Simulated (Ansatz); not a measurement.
A trace of molecular dynamics of AlH$_{5}$N$_{2}$OSi (10 atoms, charge 0, multiplicity 1).

Level of theory: RKS LDA/STO-3G in Ansatz.

| Quantity | Value |
| --- | --- |
| ensemble | NVE (Milne-controlled integrator) |
| starting velocities drawn for | 500 K |
| seed | 314259 |

```csv
time (fs),T (K),potential energy less start (eV),conserved less start (meV/atom)
0.0,500,0.000,0.00
11.0,167,0.344,0.03
22.0,219,0.290,0.01
33.0,204,0.306,0.02
44.0,250,0.258,0.02
55.0,258,0.251,0.01
66.0,251,0.258,0.05
77.0,273,0.235,0.03
88.0,187,0.324,0.02
99.0,336,0.170,-0.01
110.0,187,0.324,0.02
121.0,214,0.296,0.00
132.0,304,0.203,0.05
143.0,204,0.307,0.00
154.0,294,0.213,0.04
165.0,248,0.261,0.03
176.0,284,0.224,0.04
187.0,182,0.329,0.03
198.0,284,0.224,0.01
209.0,265,0.243,0.03
220.0,210,0.300,0.01
231.0,315,0.192,0.02
242.0,104,0.410,0.02
253.0,352,0.153,0.02
264.0,170,0.341,0.04
```

Problem. Can this run be trusted? Judge the integration.

Solution. The conserved energy stayed within 0.17 meV per atom of its start (net change -0.022 meV per atom), so the integration is sound. The temperature averaged 0.49 of the 500 K drawn at the start: a run that starts near a minimum puts about half its kinetic energy into the potential. A run of 0.27 ps of so small a system gives no equilibrium averages. Limits of this set-up: minimal basis. The time step was 1 fs.

The run took 4.7 min on 1 thread of Arm Neoverse V2 (shared host), peak memory 0.081 GiB.
